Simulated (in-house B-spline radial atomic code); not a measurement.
Removal energies of one electron outside the [He] 2s2 2p6 core along the 11-electron series, with the parts due to correlation (partial-wave tail included) and to Breit and QED terms, both contained in the total; recoil is left out. Computed with an all-electron radial atomic-structure program (B-spline basis): frozen-core Dirac-Hartree-Fock with a screened correlation potential.

```json
{"ion": "Hf61+", "Z": "72", "removal energy of 3p1/2 (eV)": "6521.81", "correlation part of 3p1/2 (eV)": "1.222", "Breit and QED part of 3p1/2 (eV)": "-9.635", "removal energy of 3p3/2 (eV)": "6193.68", "correlation part of 3p3/2 (eV)": "1.0396", "Breit and QED part of 3p3/2 (eV)": "-5.8446"}
{"ion": "Ta62+", "Z": "73", "removal energy of 3p1/2 (eV)": "6744.48", "correlation part of 3p1/2 (eV)": "1.2318", "Breit and QED part of 3p1/2 (eV)": "-10.156", "removal energy of 3p3/2 (eV)": "6394.27", "correlation part of 3p3/2 (eV)": "1.0417", "Breit and QED part of 3p3/2 (eV)": "-6.1308"}
{"ion": "W63+", "Z": "74", "removal energy of 3p1/2 (eV)": "6971.72", "correlation part of 3p1/2 (eV)": "1.2403", "Breit and QED part of 3p1/2 (eV)": "-10.699", "removal energy of 3p3/2 (eV)": "6598.23", "correlation part of 3p3/2 (eV)": "1.0435", "Breit and QED part of 3p3/2 (eV)": "-6.4264"}
{"ion": "Re64+", "Z": "75", "removal energy of 3p1/2 (eV)": "?", "correlation part of 3p1/2 (eV)": "?", "Breit and QED part of 3p1/2 (eV)": "?", "removal energy of 3p3/2 (eV)": "?", "correlation part of 3p3/2 (eV)": "?", "Breit and QED part of 3p3/2 (eV)": "?"}
{"ion": "Os65+", "Z": "76", "removal energy of 3p1/2 (eV)": "7440.2", "correlation part of 3p1/2 (eV)": "1.2576", "Breit and QED part of 3p1/2 (eV)": "-11.856", "removal energy of 3p3/2 (eV)": "7016.31", "correlation part of 3p3/2 (eV)": "1.0458", "Breit and QED part of 3p3/2 (eV)": "-7.0468"}
{"ion": "Ir66+", "Z": "77", "removal energy of 3p1/2 (eV)": "?", "correlation part of 3p1/2 (eV)": "?", "Breit and QED part of 3p1/2 (eV)": "?", "removal energy of 3p3/2 (eV)": "?", "correlation part of 3p3/2 (eV)": "?", "Breit and QED part of 3p3/2 (eV)": "?"}
{"ion": "Pt67+", "Z": "78", "removal energy of 3p1/2 (eV)": "?", "correlation part of 3p1/2 (eV)": "?", "Breit and QED part of 3p1/2 (eV)": "?", "removal energy of 3p3/2 (eV)": "?", "correlation part of 3p3/2 (eV)": "?", "Breit and QED part of 3p3/2 (eV)": "?"}
{"ion": "Au68+", "Z": "79", "removal energy of 3p1/2 (eV)": "8179.03", "correlation part of 3p1/2 (eV)": "1.2866", "Breit and QED part of 3p1/2 (eV)": "-13.781", "removal energy of 3p3/2 (eV)": "7668.99", "correlation part of 3p3/2 (eV)": "1.0496", "Breit and QED part of 3p3/2 (eV)": "-8.0527"}
{"ion": "Hg69+", "Z": "80", "removal energy of 3p1/2 (eV)": "8435.24", "correlation part of 3p1/2 (eV)": "1.2968", "Breit and QED part of 3p1/2 (eV)": "-14.478", "removal energy of 3p3/2 (eV)": "7893.42", "correlation part of 3p3/2 (eV)": "1.052", "Breit and QED part of 3p3/2 (eV)": "-8.4088"}
{"ion": "Tl70+", "Z": "81", "removal energy of 3p1/2 (eV)": "8696.56", "correlation part of 3p1/2 (eV)": "1.3061", "Breit and QED part of 3p1/2 (eV)": "-15.203", "removal energy of 3p3/2 (eV)": "8121.31", "correlation part of 3p3/2 (eV)": "1.0527", "Breit and QED part of 3p3/2 (eV)": "-8.7756"}
```

Fill in the row of Re64+.

removal energy of 3p1/2 (eV): 7203.6; correlation part of 3p1/2 (eV): 1.2483; Breit and QED part of 3p1/2 (eV): -11.265; removal energy of 3p3/2 (eV): 6805.57; correlation part of 3p3/2 (eV): 1.0445; Breit and QED part of 3p3/2 (eV): -6.7319.

Fill in the row of Ir66+.

removal energy of 3p1/2 (eV): 7681.59; correlation part of 3p1/2 (eV): 1.2667; Breit and QED part of 3p1/2 (eV): -12.471; removal energy of 3p3/2 (eV): 7230.45; correlation part of 3p3/2 (eV): 1.0477; Breit and QED part of 3p3/2 (eV): -7.3718.

Fill in the row of Pt67+.

removal energy of 3p1/2 (eV): 7927.84; correlation part of 3p1/2 (eV): 1.275; Breit and QED part of 3p1/2 (eV): -13.113; removal energy of 3p3/2 (eV): 7448; correlation part of 3p3/2 (eV): 1.0484; Breit and QED part of 3p3/2 (eV): -7.7072.
